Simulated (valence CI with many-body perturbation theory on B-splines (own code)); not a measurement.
**Cu VII: calculated level list**

Level of theory: relativistic CI+MBPT: five valence electrons over a frozen Dirac-Fock core [Ar], radial functions for each j: 7 s, 7 p, 8 d, 6 f, 4 g, 1 h, with the one-electron correlation potential Σ1, the two-electron term Σ2, the three-electron term Σ3, Breit, model QED; selected CI, second order for the rest, scaled by the run's own slope (own B-spline code, finite nucleus).

Against 30 measured levels this calculation errs by 883 cm⁻¹ on average and by 2343 at most. Among the levels kept, up to 550 cm⁻¹ of a level comes from second order outside the variational space, and about a tenth of that is noise between levels of different J, which matters for small intervals. Only levels of the ground parity were solved; by the run's estimate the other parity begins above the list, which can be wrong where configurations are misplaced.

Levels 1 to 31 of 31, with energies above the lowest level, 3d5 6S_5/2. "Leading %" is the weight of the configuration and term that name the level; weights of strongly mixed levels are sums over their largest components and can fall short, so below about 35 % the name and the second component can differ from the true leading terms, or belong to a minority configuration. In the jj column 3d3/2^4 stands for four electrons in 3d with j = 3/2.

| No. | Configuration | Term | J | E (eV) | Leading % | g | Second component | Leading jj |
| --- | --- | --- | --- | --- | --- | --- | --- | --- |
| 1 | 3d5 | 6S | 5/2 | 0.000 | 99 | 2.000 |  | 3d3/2^2 3d5/2^3 (43 %) |
| 2 | 3d5 | 4G | 11/2 | 5.612 | 99 | 1.272 |  | 3d3/2^2 3d5/2^3 (51 %) |
| 3 | 3d5 | 4G | 5/2 | 5.620 | 99 | 0.573 |  | 3d3/2^2 3d5/2^3 (39 %) |
| 4 | 3d5 | 4G | 9/2 | 5.628 | 99 | 1.171 |  | 3d3/2^2 3d5/2^3 (66 %) |
| 5 | 3d5 | 4G | 7/2 | 5.628 | 99 | 0.984 |  | 3d3/2^2 3d5/2^3 (42 %) |
| 6 | 3d5 | 4P | 5/2 | 6.280 | 84 | 1.563 | 14 % 3d5 4D | 3d3/2^4 3d5/2 (34 %) |
| 7 | 3d5 | 4P | 3/2 | 6.322 | 87 | 1.668 | 12 % 3d5 4D | 3d3/2^2 3d5/2^3 (47 %) |
| 8 | 3d5 | 4P | 1/2 | 6.368 | 95 | 2.549 | 4 % 3d5 4D | 3d3/2^2 3d5/2^3 (53 %) |
| 9 | 3d5 | 4D | 7/2 | 6.841 | 98 | 1.426 |  | 3d3/2^2 3d5/2^3 (56 %) |
| 10 | 3d5 | 4D | 1/2 | 6.901 | 95 | 0.116 | 4 % 3d5 4P | 3d3/2^2 3d5/2^3 (79 %) |
| 11 | 3d5 | 4D | 3/2 | 6.932 | 87 | 1.260 | 12 % 3d5 4P | 3d3/2 3d5/2^4 (50 %) |
| 12 | 3d5 | 4D | 5/2 | 6.932 | 85 | 1.400 | 13 % 3d5 4P | 3d3/2^2 3d5/2^3 (38 %) |
| 13 | 3d5 | 2I | 11/2 | 8.113 | 98 | 0.926 |  | 3d3/2^2 3d5/2^3 (48 %) |
| 14 | 3d5 | 2I | 13/2 | 8.130 | 100 | 1.076 |  | 3d3/2^2 3d5/2^3 (100 %) |
| 15 | 3d5 | 2D | 5/2 | 8.726 | 64 | 1.088 | 32 % 3d5 2F | 3d3/2^4 3d5/2 (34 %) |
| 16 | 3d5 | 2D | 3/2 | 8.897 | 88 | 0.757 | 11 % 3d5 4F | 3d3/2^2 3d5/2^3 (62 %) |
| 17 | 3d5 | 2F | 7/2 | 9.140 | 90 | 1.144 | 7 % 3d5 4F | 3d3/2^2 3d5/2^3 (39 %) |
| 18 | 3d5 | 4F | 9/2 | 9.319 | 92 | 1.315 | 7 % 3d5 2G | 3d3/2^2 3d5/2^3 (49 %) |
| 19 | 3d5 | 4F | 5/2 | 9.336 | 73 | 0.996 | 23 % 3d5 2F | 3d3/2^2 3d5/2^3 (68 %) |
| 20 | 3d5 | 4F | 7/2 | 9.374 | 88 | 1.227 | 9 % 3d5 2F | 3d3/2 3d5/2^4 (49 %) |
| 21 | 3d5 | 4F | 3/2 | 9.442 | 88 | 0.445 | 11 % 3d5 2D | 3d3/2 3d5/2^4 (46 %) |
| 22 | 3d5 | 2F | 5/2 | 9.528 | 45 | 1.003 | 30 % 3d5 2D | 3d5/2^5 (52 %) |
| 23 | 3d5 | 2H | 9/2 | 9.823 | 73 | 0.971 | 22 % 3d5 2G | 3d3/2^2 3d5/2^3 (69 %) |
| 24 | 3d5 | 2H | 11/2 | 9.962 | 97 | 1.088 |  | 3d3/2 3d5/2^4 (63 %) |
| 25 | 3d5 | 2G | 7/2 | 10.092 | 96 | 0.897 |  | 3d3/2^2 3d5/2^3 (69 %) |
| 26 | 3d5 | 2G | 9/2 | 10.226 | 70 | 1.067 | 26 % 3d5 2H | 3d3/2 3d5/2^4 (64 %) |
| 27 | 3d5 | 2F | 5/2 | 10.783 | 97 | 0.861 |  | 3d3/2^2 3d5/2^3 (56 %) |
| 28 | 3d5 | 2F | 7/2 | 10.820 | 97 | 1.143 |  | 3d3/2 3d5/2^4 (40 %) |
| 29 | 3d5 | 2S | 1/2 | 11.833 | 99 | 2.000 |  | 3d3/2^3 3d5/2^2 (40 %) |
| 30 | 3d5 | 2D | 3/2 | 13.193 | 99 | 0.799 |  | 3d3/2^3 3d5/2^2 (35 %) |
| 31 | 3d5 | 2D | 5/2 | 13.210 | 98 | 1.197 |  | 3d3/2 3d5/2^4 (35 %) |

Names give the largest LS component (configuration and term), which can be under half, so a name can repeat, a term be missing and a line seem to break the LS rules; names also repeat where a configuration has a term twice.

Where two levels of one J and parity lie close, their mixing, g and order are uncertain.

The ionisation energy to 3d4 5D_0 of the next ion comes out as 137.64 eV (NIST: 139 ± 1.2 eV (semi-empirical)). All 31 levels together are meant to be complete up to 13.689 eV.
